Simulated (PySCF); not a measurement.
PySCF input file for In(H)(Et)(OH) (C2H7InO), SMILES C[CH2][InH][OH], C-PCM-B3LYP/def2-SVP. Coordinates come from a B3LYP-D3(BJ)/def2-SVP optimisation. The structure was generated by enumeration; whether it is a known compound was not checked. The def2 effective core potentials stand for the cores of In; spin–orbit coupling is left out. Other conformers were not sampled.

```python
import numpy as np
from pyscf import gto, scf, dft
from pyscf.solvent import pcm

mol = gto.M(
    atom='''
    In   -0.28342534   -0.54007346   -0.00000000
    H    -1.18878944   -2.00920103    0.00000000
    C    -0.70192845    1.60963209   -0.00000000
    C     0.56444364    2.46754519    0.00000000
    H    -1.33059449    1.81618170   -0.88184036
    H    -1.33059449    1.81618170    0.88184036
    H     1.19138821    2.27671537    0.88657707
    H     1.19138821    2.27671538   -0.88657707
    H     0.32618687    3.54586562   -0.00000000
    O     1.70082208   -0.94663292    0.00000000
    H     2.24718882   -0.14885963   -0.00000000
    ''',
    basis='def2-SVP',
    ecp={'In': 'def2-svp'},
    charge=0,
    spin=0,
    max_memory=1600,
    verbose=3,
)
mf = dft.RKS(mol, xc='b3lyp').density_fit(auxbasis='def2-universal-jkfit')
mf.grids.level = 3
mf.conv_tol = 1e-9
mf.max_cycle = 100
mf.kernel()
res = {}
for name, eps in {'water': 78.355, '2-propanol': 19.264, 'tetrahydrofuran': 7.4257}.items():
    s = mf.PCM()
    s.with_solvent.method, s.with_solvent.eps, s.with_solvent.lebedev_order = 'C-PCM', eps, 29
    s.kernel(mf.make_rdm1())
    res[name] = (s.e_tot, eps, s.dip_moment(), s.mo_energy, s.converged)
    print(f'{name}: electrostatic solvation free energy {(s.e_tot - mf.e_tot) * 627.509474:.3f} kcal/mol')
```

Output:

```
converged SCF energy = -345.719538691209

WARN: PCM is an experimental feature. It is still in testing.
Features and APIs may be changed in the future.

converged SCF energy = -345.73100941665
Dipole moment(X, Y, Z, Debye): -1.70503,  2.93475, -0.00000
water: electrostatic solvation free energy -7.198 kcal/mol

WARN: PCM is an experimental feature. It is still in testing.
Features and APIs may be changed in the future.

converged SCF energy = -345.730486962188
Dipole moment(X, Y, Z, Debye): -1.68799,  2.90467, -0.00000
2-propanol: electrostatic solvation free energy -6.870 kcal/mol

WARN: PCM is an experimental feature. It is still in testing.
Features and APIs may be changed in the future.

converged SCF energy = -345.729403932011
Dipole moment(X, Y, Z, Debye): -1.65283,  2.84331, -0.00000
tetrahydrofuran: electrostatic solvation free energy -6.191 kcal/mol
```

The run converged.
